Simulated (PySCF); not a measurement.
Compound: C5H14P2S.
Atom-mapped SMILES: `[CH3:1][C:2]([CH3:3])([CH3:4])[P@:5]([CH3:6])([PH2:7])=[S:8]` (hydrogens: H9, H10, H11 on C1; H12, H13, H14 on C3; H15, H16, H17 on C4; H18, H19, H20 on C6; H21, H22 on P7)

The same species was optimised twice, with GFN2-xTB and with PBE0-D3(BJ)/def2-SVP (PySCF), and the same property calculations (PySCF, gas phase) were run on both structures.

| coordinate | GFN2-xTB | PBE0-D3(BJ)/def2-SVP | change |
| --- | --- | --- | --- |
| P5–P7 (Å) | 2.205 | 2.236 | +0.031 |
| P5–C6 (Å) | 1.843 | 1.827 | -0.016 |
| C2–P5 (Å) | 1.884 | 1.877 | -0.007 |
| P5=S8 (Å) | 1.948 | 1.955 | +0.007 |
| C2–C3 (Å) | 1.522 | 1.527 | +0.005 |
| C2–C4 (Å) | 1.523 | 1.529 | +0.006 |
| C1–C2 (Å) | 1.525 | 1.529 | +0.004 |
| C1–C2–P5 (°) | 105.4 | 106.8 | +1.4 |
| C2–P5–S8 (°) | 114.8 | 114.0 | -0.8 |
| C3–C2–C4 (°) | 111.6 | 110.8 | -0.8 |
| C6–P5–S8 (°) | 112.7 | 113.4 | +0.7 |
| C1–C2–C4 (°) | 110.5 | 109.9 | -0.6 |
| C6–P5–P7 (°) | 102.1 | 101.6 | -0.5 |
| C2–P5–C6 (°) | 106.0 | 106.6 | +0.6 |
| C4–C2–P5 (°) | 108.0 | 107.5 | -0.5 |
| C1–C2–P5–C6 (°) | 167 | 168 | +1 |

Rotational constants: A = 1265, B = 1107, C = 883.7 MHz (GFN2-xTB) against A = 1252, B = 1100, C = 875.3 MHz (PBE0-D3(BJ)/def2-SVP). Point groups within 0.08 Å: C1 and C1.

On the GFN2-xTB structure: HOMO (eV) -6.24 [PBE0/pcSseg-1]; LUMO (eV) -0.33 [PBE0/pcSseg-1]; dipole (D) 3.73 [PBE0/pcSseg-1]; GIAO shielding of C1/C3/C4 (mean) (ppm) 161.8 [PBE0/pcSseg-1]; GIAO shielding of C2 (ppm) 146.6 [PBE0/pcSseg-1]; GIAO shielding of P5 (ppm) 271.7 [PBE0/pcSseg-1]; GIAO shielding of C6 (ppm) 164.1 [PBE0/pcSseg-1]; GIAO shielding of P7 (ppm) 456.8 [PBE0/pcSseg-1]; GIAO shielding of S8 (ppm) 655.5 [PBE0/pcSseg-1].

What do these properties become on the PBE0-D3(BJ)/def2-SVP structure?

| property | level | on GFN2-xTB | on PBE0-D3(BJ)/def2-SVP | change |
| --- | --- | --- | --- | --- |
| HOMO (eV) | PBE0/pcSseg-1 | -6.24 | -6.21 | +0.03 |
| LUMO (eV) | PBE0/pcSseg-1 | -0.33 | -0.42 | -0.09 |
| dipole (D) | PBE0/pcSseg-1 | 3.73 | 3.76 | +0.03 |
| energy, GFN2-xTB geometry as zero (kcal/mol) | PBE0/pcSseg-1 | 0.0 | -1.6 | -1.6 |
| GIAO shielding of C1/C3/C4 (mean) (ppm) | PBE0/pcSseg-1 | 161.8 | 159.1 | -2.7 |
| GIAO shielding of C2 (ppm) | PBE0/pcSseg-1 | 146.6 | 146.2 | -0.4 |
| GIAO shielding of P5 (ppm) | PBE0/pcSseg-1 | 271.7 | 269.9 | -1.8 |
| GIAO shielding of C6 (ppm) | PBE0/pcSseg-1 | 164.1 | 164.0 | -0.1 |
| GIAO shielding of P7 (ppm) | PBE0/pcSseg-1 | 456.8 | 432.1 | -24.7 |
| GIAO shielding of S8 (ppm) | PBE0/pcSseg-1 | 655.5 | 646.6 | -8.9 |

The heavy atoms differ by 0.022 Å rms after alignment. Among bonds between heavy atoms P5–P7 changes most (+0.031 Å). Changes are differences of the printed values. Neither structure is proved a minimum here.

Conformer computed: `[CH3:1][C:2]([CH3:3])([CH3:4])[P@:5]([CH3:6])([PH2:7])=[S:8]`: C1–C2–P5–C6 168°, H–P7–P5–C2 176°, H–P7–P5–C2 -91°.
